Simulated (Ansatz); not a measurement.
Geometry optimisation of Ba₄Te₃⁺.

```yaml
crystal:
  periodic: [false, false, false]
  atoms:
    - {symbol: Ba, position_ang: [1.169220, 3.137500, -0.692420]}
    - {symbol: Ba, position_ang: [-3.358650, -0.139590, 0.615140]}
    - {symbol: Ba, position_ang: [0.230290, -1.048470, -1.801760]}
    - {symbol: Ba, position_ang: [1.911880, -1.743330, 2.234570]}
    - {symbol: Te, position_ang: [-0.972690, -2.199060, 0.992120]}
    - {symbol: Te, position_ang: [-1.553410, 1.626100, -1.306690]}
    - {symbol: Te, position_ang: [2.573360, 0.366850, -0.040970]}
basis:
  gaussian: {orbitals: def2-SVP}
total_charge: 1
magnetization: {spin_polarized: true, initial_magnetization: 1}
hamiltonian: {xc: pbe0, dispersion: d4}
scf: {lower_state_search: "off"}
output: {orbitals: {seedname: orbitals}}
relax: {f_tol: 0.03, max_steps: 70}
```

```sh
$ ansatz run in.yaml --threads 4 --pin off --events-out ev --progress --plain --max-ram 6963MiB
```

Output, abridged:

```
Functional definition: PBE0
mean field -24658.52997296 eV, -906.1842623542 hartree, gradient 4.8e-6 eV, S^2 0.751292; 0 other end points of the search recorded, 0 dependent functions left out
relax step   1: F+E_penalty+E_count = -24658.99098120 eV  Δ(F+E_penalty+E_count) = +0.000e0 eV  max|allowed force component| = 4.856e-1 eV/Å  Δτ_max = 0.0000 Å  (24 SCF iters, accepted)
mean field -24658.86257096 eV, -906.1964851053 hartree, gradient 2.4e-6 eV, S^2 0.751062; 0 other end points of the search recorded, 0 dependent functions left out
relax step   2: F+E_penalty+E_count = -24659.30617891 eV  Δ(F+E_penalty+E_count) = -3.152e-1 eV  max|allowed force component| = 3.389e-1 eV/Å  Δτ_max = 0.1918 Å  (42 SCF iters, accepted)
mean field -24659.11068131 eV, -906.2056029926 hartree, gradient 2.1e-6 eV, S^2 0.750835; 0 other end points of the search recorded, 0 dependent functions left out
relax step   3: F+E_penalty+E_count = -24659.55178895 eV  Δ(F+E_penalty+E_count) = -2.456e-1 eV  max|allowed force component| = 3.386e-1 eV/Å  Δτ_max = 0.1954 Å  (40 SCF iters, accepted)
mean field -24659.29725100 eV, -906.2124593023 hartree, gradient 8.3e-6 eV, S^2 0.750774; 0 other end points of the search recorded, 0 dependent functions left out
relax step   4: F+E_penalty+E_count = -24659.74609241 eV  Δ(F+E_penalty+E_count) = -1.943e-1 eV  max|allowed force component| = 3.240e-1 eV/Å  Δτ_max = 0.1952 Å  (35 SCF iters, accepted)
mean field -24659.38132518 eV, -906.2155489715 hartree, gradient 7.3e-6 eV, S^2 0.750770; 0 other end points of the search recorded, 0 dependent functions left out
relax step   5: F+E_penalty+E_count = -24659.83875579 eV  Δ(F+E_penalty+E_count) = -9.266e-2 eV  max|allowed force component| = 2.492e-2 eV/Å  Δτ_max = 0.2000 Å  (35 SCF iters, accepted)
Total energy: -24659.83882785 eV, -906.2323618845 hartree
Atom 0 at     0.885892     2.857168    -0.049684 Å, force    -0.003812    -0.023157    -0.010434 eV/Å
Atom 1 at    -2.806528     0.187093     1.021371 Å, force     0.017519    -0.006804    -0.015912 eV/Å
Atom 2 at     0.266372    -1.192194    -2.052648 Å, force     0.003056    -0.012465    -0.022075 eV/Å
Atom 3 at     1.490717    -1.121702     2.339073 Å, force    -0.007097     0.000547    -0.023654 eV/Å
Atom 4 at    -0.985573    -2.482817     0.746579 Å, force    -0.003725     0.011622     0.024920 eV/Å
Atom 5 at    -1.596370     1.537523    -1.667873 Å, force    -0.003774     0.015663     0.022968 eV/Å
Atom 6 at     2.745490     0.214928    -0.336829 Å, force    -0.002166     0.014594     0.024187 eV/Å
Dipole moment:    -0.148549     0.660752     1.138852 e Å
Checks for a lower state left out: stability, starts, cluster_reference, orbital_swaps, neighbouring_geometries, increment
```

Hardware: 4 threads of Arm Neoverse V2 on a shared host. Wall time 96 s, peak host memory 0.94 GiB.

In the def2 sets Ba, Te take a core potential; there is no spin–orbit coupling. The structure comes from a short search, and lower isomers may exist.
